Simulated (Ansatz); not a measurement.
The lowest singlet and triplet of NP (SMILES N#P); geometries from B3LYP-D3(BJ)/def2-TZVP, each state relaxed from the structure named, with no frequency check.
Singlet (charge 0, multiplicity 1):
```xyz
2

N      0.0000     0.0000    -1.0110
P      0.0000     0.0000     0.4718
```
Triplet (charge 0, multiplicity 3):
| atom | x (Å) | y (Å) | z (Å) |
|---|---|---|---|
| N | 0.0000 | 0.0000 | -1.1142 |
| P | 0.0000 | 0.0000 | 0.5200 |

A positive gap puts the triplet lower; no zero-point energy. R- takes a restricted singlet. The triplet is unrestricted in single-reference levels. Active spaces average the two states.

Frozen-core correlation.

Codes used: Ansatz (an electronic-structure program). Each number belongs to the level named beside it.

**Question.** What gap E(singlet) − E(triplet), adiabatic does FIC-NEVPT4(SD) on SA-CASSCF(10,8)/cc-pV(D+d)Z give?

**Answer.** -69.6 kcal/mol

**Question.** Estimate the gap E(singlet) − E(triplet), adiabatic that R-PBE0/def2-TZVPP returns for this input.

**Answer.** -72.9 kcal/mol

**Question.** Predict the gap E(singlet) − E(triplet), adiabatic from FIC-MRCISD+Q on SA-CASSCF(10,8)/cc-pV(Q+d)Z.

**Answer.** -73.8 kcal/mol
